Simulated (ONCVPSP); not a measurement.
# u(r) = r·R(r): atom against pseudo-atom (chlorine (Cl))

Columns: radius, all-electron u(r) and pseudo u(r) of the 2p shell (level -192.66 eV) of chlorine in the configuration [He] 2s2 2p6 3s1 3p6; PBEsol, non-relativistic, ONCV scheme, ONCVPSP 4.0.1.

| r (bohr) | all-electron | pseudo |
| --- | --- | --- |
| 0.035 | 0.1432 | 0.0507 |
| 0.070 | 0.4284 | 0.1929 |
| 0.105 | 0.7344 | 0.4100 |
| 0.140 | 1.0039 | 0.6724 |
| 0.175 | 1.2164 | 0.9469 |
| 0.210 | 1.3668 | 1.2008 |
| 0.245 | 1.4601 | 1.4072 |
| 0.280 | 1.5048 | 1.5504 |
| 0.315 | 1.5104 | 1.6251 |
| 0.350 | 1.4852 | 1.6342 |
| 0.385 | 1.4369 | 1.5876 |
| 0.420 | 1.3726 | 1.5008 |
| 0.455 | 1.2974 | 1.3897 |
| 0.490 | 1.2157 | 1.2708 |
| 0.525 | 1.1308 | 1.1567 |
| 0.560 | 1.0453 | 1.0536 |
| 0.595 | 0.9611 | 0.9625 |
| 0.630 | 0.8796 | 0.8796 |
| 0.665 | 0.8018 | 0.8018 |
| 0.700 | 0.7283 | 0.7283 |
| 0.735 | 0.6595 | 0.6595 |
| 0.770 | 0.5956 | 0.5956 |
| 0.805 | 0.5367 | 0.5367 |
| 0.840 | 0.4826 | 0.4826 |
| 0.875 | 0.4331 | 0.4331 |
| 0.910 | 0.3882 | 0.3882 |

(1) How many radial nodes do the two functions have?

(2) At about which radius was the pseudo-wave matched?

(3) Is the pseudo-wave norm-conserving?

Answers

(1) The all-electron 2p function has n − l − 1 = 0; the pseudo-wave has 0.

(2) 0.65 bohr, where the columns begin to agree (steps of 0.04 bohr).

(3) Yes: the ONCV scheme keeps the norm inside the radius equal to the all-electron one, which fixes the energy derivative of the logarithmic derivative at the level.
